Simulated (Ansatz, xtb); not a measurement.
**A geometry optimisation of CH6ClGaSn with r2SCAN-D4/def2-SVP**

The starting geometry of this gas-phase singlet was built from a drawn formula by distance geometry; its bonds are those of `Cl[C@H]([GaH2])[SnH3]`.

```xyz
10

C    -0.1937    1.5583    1.1841
Cl   -0.3546    2.8157    2.4078
Ga   -0.4833    2.2954   -0.8004
Sn   -1.6061   -0.0421    1.5710
H     0.8511    1.1463    1.1411
H     0.1338    1.4263   -1.6997
H    -1.8128    2.5628   -1.0074
H    -2.3675    0.3593    3.0570
H    -0.7699   -1.6103    1.6962
H    -2.7330    0.0118    0.2524
```

Task: Predict what it relaxes into with r2SCAN-D4/def2-SVP.

Result: It keeps its bonds, and is `Cl[C@H]([GaH2])[SnH3]`. Distances that change by over a tenth: Ga3–H6 (1.39 → 1.57 Å), Ga3–H7 (1.37 → 1.56 Å).

The energy falls by 1.50 eV over 21 steps:

```json
{"step": "1", "E − E(last) (eV)": "1.501"}
{"step": "3", "E − E(last) (eV)": "0.093"}
{"step": "5", "E − E(last) (eV)": "0.040"}
{"step": "8", "E − E(last) (eV)": "0.017"}
{"step": "10", "E − E(last) (eV)": "0.008"}
{"step": "12", "E − E(last) (eV)": "0.004"}
{"step": "14", "E − E(last) (eV)": "0.003"}
{"step": "17", "E − E(last) (eV)": "0.001"}
{"step": "19", "E − E(last) (eV)": "0.000"}
{"step": "21", "E − E(last) (eV)": "0.000"}
```

Final geometry (Å):

```yaml
atoms:
  - { symbol: C, position_ang: [-0.3755, 1.6325, 1.1327] }
  - { symbol: Cl, position_ang: [-1.0183, 3.0230, 2.1144] }
  - { symbol: Ga, position_ang: [-0.3851, 1.9935, -0.7978] }
  - { symbol: Sn, position_ang: [-1.6072, -0.1099, 1.6322] }
  - { symbol: H, position_ang: [0.6363, 1.4068, 1.5100] }
  - { symbol: H, position_ang: [0.4452, 1.0229, -1.7058] }
  - { symbol: H, position_ang: [-1.2626, 3.1529, -1.3579] }
  - { symbol: H, position_ang: [-1.6649, -0.2266, 3.3360] }
  - { symbol: H, position_ang: [-0.9288, -1.5279, 0.9412] }
  - { symbol: H, position_ang: [-3.1752, 0.1565, 0.9972] }
```

From the same start GFN2-xTB ends elsewhere, differing in Cl2–Ga3 (2.30 against 3.15 Å here).

The end wasn't checked by frequencies. Atoms past krypton carry core potentials, without spin–orbit terms. Run with Ansatz 0.2.0, 44 s on 2 threads of Intel(R) Xeon(R) 6975P-C (Granite Rapids), with other jobs on the host.
